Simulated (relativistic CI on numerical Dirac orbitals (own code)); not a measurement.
**Yb LVIII: q coefficients and field-shift factors**

Computed by Dirac-Coulomb-Breit CI, KLI orbitals optimised for each configuration, derivatives by finite differences, unscaled Slater integrals, QED left out (own radial code, finite nucleus).

Configurations in the expansion (outside the closed core [Ne]): 3s2 3p, 3s2 3d, 3s 3p2, 3p3, 3s 3p 3d, 3p 3d2, 3s 3d2, 3p2 3d. Levels of other configurations are missing.

With x = (α/α₀)² − 1 an excitation energy changes as ω = ω₀ + qx; K = 2q/ω₀ is the relative enhancement. Terms are leading LS components, so labels can repeat. The field-shift factor is F = δν/δ⟨r²⟩ for the transition from the lowest level.

Lowest level 3s2 3p 2P°_1/2.

```csv
Level,ω₀ (cm⁻¹),q (cm⁻¹),F (GHz/fm²)
3s 3p2 4P_1/2,1266909,296200,-4990
3s2 3p 2P°_3/2,2249596,2.688e+06,-337
3s 3p2 4P_3/2,3287959,2.941e+06,-5210
3s 3p2 2D_5/2,3425395,2.955e+06,-5160
3s 3p2 2D_3/2,3586614,2.925e+06,-4350
3s 3p2 2P_1/2,3669401,2.958e+06,-5310
3s2 3d 2D_3/2,4023725,2.832e+06,-1310
3s2 3d 2D_5/2,4460707,3.319e+06,-469
3p3 2P°_3/2,4828264,3.13e+06,-7930
3s 3p 3d 4F°_3/2,4926998,3.089e+06,-6770
3s 3p 3d 4F°_5/2,5016717,3.037e+06,-5250
3s 3p 3d 4D°_1/2,5219823,3.069e+06,-5230
3s 3p 3d 4D°_3/2,5265011,3.121e+06,-5650
```

At this charge energies of transitions that change n are usually good to better than 1 %, and those within a shell (Δn = 0) to a few per cent.

Problem. Which transition from the lowest level has the largest |K|?

Solution. 3s2 3p 2P°_3/2 at 2249596 cm⁻¹, K = 2.39.
